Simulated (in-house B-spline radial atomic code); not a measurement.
Checks on a self-consistent run for the technetium ion Tc⁷⁺, [Ar] (3d3/2)3 (3d5/2)6 4s2 4p6 (7p3/2)1. Level of theory: Dirac-Hartree-Fock, average of the jj configuration, Fermi nucleus of rms radius 4.41117 fm; calculated with an all-electron radial atomic-structure program (B-spline basis).

```json
{"orbital": "1s1/2", "q": "2", "ε (Eh)": "-783.87884", "<1/r>": "44.7086", "<r²>": "0.00158581", "small-component weight": "0.024643"}
{"orbital": "2s1/2", "q": "2", "ε (Eh)": "-119.65492", "<1/r>": "10.2331", "<r²>": "0.0261866", "small-component weight": "0.0051055"}
{"orbital": "2p1/2", "q": "2", "ε (Eh)": "-110.37213", "<1/r>": "10.1762", "<r²>": "0.0198065", "small-component weight": "0.0050813"}
{"orbital": "2p3/2", "q": "4", "ε (Eh)": "-106.07458", "<1/r>": "9.6666", "<r²>": "0.0211766", "small-component weight": "0.0049059"}
{"orbital": "3s1/2", "q": "2", "ε (Eh)": "-26.38482", "<1/r>": "3.56599", "<r²>": "0.191011", "small-component weight": "0.0014156"}
{"orbital": "3p1/2", "q": "2", "ε (Eh)": "-22.67747", "<1/r>": "3.45678", "<r²>": "0.188235", "small-component weight": "0.0013521"}
{"orbital": "3p3/2", "q": "4", "ε (Eh)": "-22.04170", "<1/r>": "3.34522", "<r²>": "0.196788", "small-component weight": "0.0013152"}
{"orbital": "3d3/2", "q": "3", "ε (Eh)": "-15.76415", "<1/r>": "3.15498", "<r²>": "0.179074", "small-component weight": "0.0011906"}
{"orbital": "3d5/2", "q": "6", "ε (Eh)": "-15.64134", "<1/r>": "3.12507", "<r²>": "0.181713", "small-component weight": "0.0011783"}
{"orbital": "4s1/2", "q": "2", "ε (Eh)": "-7.68556", "<1/r>": "1.38496", "<r²>": "1.08997", "small-component weight": "0.0003645"}
{"orbital": "4p1/2", "q": "2", "ε (Eh)": "-6.38086", "<1/r>": "1.295", "<r²>": "1.21925", "small-component weight": "0.00032867"}
{"orbital": "4p3/2", "q": "4", "ε (Eh)": "-6.24568", "<1/r>": "1.26516", "<r²>": "1.26223", "small-component weight": "0.00032034"}
{"orbital": "7p3/2", "q": "1", "ε (Eh)": "-1.03690", "<1/r>": "0.241153", "<r²>": "36.3438", "small-component weight": "3.4863e-05"}
```

Electron-electron repulsion V_ee = 1426.3648 hartree.

Task: What total energy follows from the eigenvalues?

Result: The eigenvalues count the repulsion twice, so E = Σqε - V_ee = -2833.694 - 1426.365 = -4260.059 hartree; the run printed -4260.059.

Task: Does the Dirac virial theorem hold?

Result: For a point nucleus E = -2c²Σq·w, with w the small-component weight. Here Σq·w = 0.11342 and c = 137.0360, so the ratio E/(-2c²Σq·w) is 1.000029; the finite nucleus accounts for the departure from 1.

Task: What diamagnetic shielding (Lamb formula) and susceptibility (Langevin formula) do the radii give?

Result: σ = (α²/3)Σq<1/r> = 235.206/(3·137.036²) = 4175 ppm, and χ = -0.79199×10⁻⁶·Σq<r²> = -39.1×10⁻⁶ cm³/mol with Σq<r²> = 49.364 bohr². Both are non-relativistic formulas without the paramagnetism of open shells.
